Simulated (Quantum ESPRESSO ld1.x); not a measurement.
Task: These are the eigenvalues of the occupied orbitals of an atom or ion with whole-number occupations (eV). Method: Dirac Kohn-Sham, PW91, spin-unpolarised, spherical densities, point nucleus; computed with ld1.x of Quantum ESPRESSO 7.5.

1s1/2: -180.877
2s1/2: -9.486
2p1/2: -3.653

Which element is it, and in what charge state? The configuration may be excited. Open shells, if any, fill j = l - 1/2 first.

Result: Z = 5, boron, charge 0: B in [He] 2s2 2p1. The list shows which subshells hold electrons but not how many an open one holds; the 1s level, -6.6471 hartree, gives Z - s = 3.6 by -(Z - s)^2/2, which with screening and relativity narrows Z to a few neighbours, and the depths of the outer levels then fix element, charge and occupations together.
